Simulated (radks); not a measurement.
Results of a calculation; reference values are marked as such.
The erbium ion Er+, configuration [Kr] 4d10 4f12 5s2 5p4 6s1 5f2 (not the ground configuration). Code: a radial shooting solver on a logarithmic mesh with Libxc functionals. Model: scalar-relativistic Kohn-Sham, r2SCAN, spin-polarised, spherical densities, finite nucleus; open shells are filled with parallel spins first (spin-orbit coupling, left out, can overturn this in heavy ions); meta-GGA in the generalised Kohn-Sham scheme; Fermi nuclear charge, rms radius 5.2516 fm. Some entries of the table are withheld. Estimate them.

| orbital | occ. | eigenvalue (hartree) | <1/r> (bohr^-1) | <r^2> (bohr^2) |
|---|---|---|---|---|
| 1s up | 1 | -2111.984 | 77.54 | 0.0005681 |
| 1s down | 1 | -2111.974 | 77.54 | 0.0005681 |
| 2s up | 1 | -356.4125 | 18.07 | 0.008832 |
| 2s down | 1 | -356.4104 | 18.07 | 0.008832 |
| 2p up | 3 | -315.2323 | 16.67 | 0.007189 |
| 2p down | 3 | -315.2259 | 16.67 | 0.007189 |
| 3s up | 1 | -80.87139 | 6.674 | 0.05789 |
| 3s down | 1 | -80.82854 | 6.676 | 0.05786 |
| 3p up | 3 | -68.28069 | 6.228 | 0.05834 |
| 3p down | 3 | -68.23622 | 6.230 | 0.05829 |
| 3d up | 5 | -52.50547 | 5.894 | 0.04876 |
| 3d down | 5 | -52.46959 | 5.896 | 0.04871 |
| 4s up | 1 | -16.87828 | 2.803 | 0.2921 |
| 4s down | 1 | -16.78216 | 2.802 | 0.2921 |
| 4p up | 3 | -12.72205 | 2.566 | 0.3313 |
| 4p down | 3 | -12.62690 | 2.565 | 0.3310 |
| 4d up | 5 | -7.13038 | 2.263 | 0.3975 |
| 4d down | 5 | -7.03221 | 2.264 | 0.3963 |
| 5s up | 1 | -2.89865 | 1.077 | 1.691 |
| 5s down | 1 | -2.73477 | 1.074 | 1.703 |
| 5p up | 3 | -1.89055 | 0.9186 | 2.267 |
| 5p down | 1 | -1.74177 | 0.9097 | 2.306 |
| 4f up | 7 | -1.04846 | 1.677 | 0.8018 |
| 4f down | 5 | -0.93935 | 1.682 | 0.7970 |
| 6s up | 1 | -0.62131 | 0.4219 | (1) |
| 6s down | 0 | -0.51792 | 0.4235 | (2) |
| 5f up | 2 | -0.11679 | 0.2000 | 42.82 |

Answer. 
(1) 6s up <r^2> (bohr^2): 10.14
(2) 6s down <r^2> (bohr^2): 10.15
